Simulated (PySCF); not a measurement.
# Electron correlation in Co²⁺ (cobalt, charge +2)

[Ar] 3d6 4p1, one real determinant (an excited configuration). Computed with PySCF 2.14 in aug-cc-pVTZ-DK (8s7p5d3f2g, 93 functions), with scalar relativity by spin-free X2C-1e. Frozen: [Ar]; 7 electrons correlated.

| level | correlation energy (mhartree) |
| --- | --- |
| CCSD | -137.98 |
| (T) | -2.71 |
| CCSD(T) | -140.69 |

Diagnostics: T1 = 0.0069, D1 = 0.0198, largest double amplitude 0.077.

The real determinant used has ⟨L²⟩ near 8 against 12 for a pure F term, so it mixes terms.

Cost of the coupled-cluster step: roughly 24 core-seconds, for 7 correlated electrons.

The reference is one real determinant that mixes LS terms of this configuration.
